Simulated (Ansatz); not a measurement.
Input for Ansatz (an electronic-structure program): U-CCSD(T)/cc-pV(D+d)Z on NP (SMILES N#P), 2S+1 = 3, a spin state set in the input, which need not be the lowest, at the other state's geometry. Files ending in .json are basis or fitting sets from the Basis Set Exchange.

Ansatz 0.2 input:
```yaml
crystal:
  periodic: [false, false, false]
  atoms:
    - {symbol: N, position_ang: [-0.00000000, -0.00000000, -1.01096883]}
    - {symbol: P, position_ang: [0.00000000, 0.00000000, 0.47178545]}
basis:
  gaussian:
    orbitals: cc-pV_D+d_Z.json
magnetization: {spin_polarized: true, initial_magnetization: 2}
correlation: {method: ccsd_t, electrons: outside_noble_gas}
scf: {omitted_lower_state_checks: [cluster_reference]}
```

Problem. Give the final energy of this run.

Solution. -395.3070 hartree (reference determinant -395.0627, T1 diagnostic 0.046). Its determinant has ⟨S²⟩ = 2.17, a mixture of spin states.
